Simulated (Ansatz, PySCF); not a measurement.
Spin states of BrOTa (SMILES [O]=[Ta][Br]), each relaxed with B3LYP-D3(BJ)/def2-TZVP.
State 1 (charge 0, multiplicity 3):
```xyz
3

Ta     0.5323    -0.3218     0.3960
O      1.2383    -0.1024    -1.1484
Br    -1.8038     0.4716     0.6820
```
State 2 (charge 0, multiplicity 1):
```csv
atom,x (Å),y (Å),z (Å)
Ta,0.5579,-0.3479,0.4484
O,1.1303,-0.0679,-1.1284
Br,-1.7213,0.4631,0.6097
```

Singlets are restricted, other states unrestricted; no spin–orbit coupling, no relativity up to Kr; see below for the cores. The largest T1 diagnostic is 0.029.

Correlated levels freeze the inner cores; with def2 sets outer-core shells near the valence are correlated too.

The values were computed with Ansatz (Gaussian basis) for Hartree–Fock, density functionals and correlated methods; PySCF for the dispersion terms.  In def2 rows elements past Kr take small-core potentials, without spin–orbit coupling.

```json
[
 {"level": "PBE/def2-TZVPP", "energy of the multiplicity-1 state less that of the multiplicity-3 state (eV)": "0.231"},
 {"level": "PBE-D4/def2-TZVPP", "energy of the multiplicity-1 state less that of the multiplicity-3 state (eV)": "0.228"},
 {"level": "r2SCAN-D4/def2-TZVPP", "energy of the multiplicity-1 state less that of the multiplicity-3 state (eV)": "0.579"},
 {"level": "B3LYP-D3(BJ)/def2-TZVPP", "energy of the multiplicity-1 state less that of the multiplicity-3 state (eV)": "0.221"},
 {"level": "PBE0/def2-TZVPP", "energy of the multiplicity-1 state less that of the multiplicity-3 state (eV)": "0.424"},
 {"level": "PBE0-D3(BJ)/def2-TZVPP", "energy of the multiplicity-1 state less that of the multiplicity-3 state (eV)": "0.422"},
 {"level": "wB97M-V/def2-TZVPP", "energy of the multiplicity-1 state less that of the multiplicity-3 state (eV)": "0.165"},
 {"level": "CCSD/def2-TZVPP", "energy of the multiplicity-1 state less that of the multiplicity-3 state (eV)": "0.181"},
 {"level": "CCSD(T)/def2-TZVPP", "energy of the multiplicity-1 state less that of the multiplicity-3 state (eV)": "___"}
]
```

**Question.** Some entries are withheld; supply them.

**Answer.** 
- CCSD(T)/def2-TZVPP, energy of the multiplicity-1 state less that of the multiplicity-3 state (eV): -0.053

Doubts at one or more of the structures used: a restricted determinant that unrestricted orbitals would lower (CCSD/def2-TZVPP, CCSD(T)/def2-TZVPP).

Ansatz is a program for electronic structure.
